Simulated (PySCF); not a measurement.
C2H8Sn, SMILES [SnH2]([CH3])[CH3].

Coordinates come from a r2SCAN-D4/def2-SVP optimisation. The structure was generated by enumeration; whether it is a known compound was not checked. The def2 effective core potentials stand for the cores of Sn; spin–orbit coupling is left out.

Two levels are set side by side: TDA-PBE/def2-SVPD (PySCF) and TDA-PBE0/def2-SVPD (PySCF). Vertical, same geometry. The lowest singlet is HOMO→LUMO 98 % with PBE and HOMO→LUMO 98 % with the other functional; states are paired by order. Differences are taken from unrounded values.

```tsv
quantity	TDA-PBE0	TDA-PBE	TDA-PBE minus TDA-PBE0
lowest singlet excitation (eV)	7.25	6.65	-0.59
lowest triplet excitation (TDA) (eV)	6.75	6.42	-0.33
first bright state (f over 0.05) (eV)	7.82	7.41	-0.41
its oscillator strength	0.09	0.37	0.27
```

A lower first singlet is the usual sign of a functional without exact exchange. Differences between two approximate levels are no errors against the true value.

Rough cost on one machine, each run with all the roots and properties that it gave: TDA-PBE0 against TDA-PBE within a factor of 2.
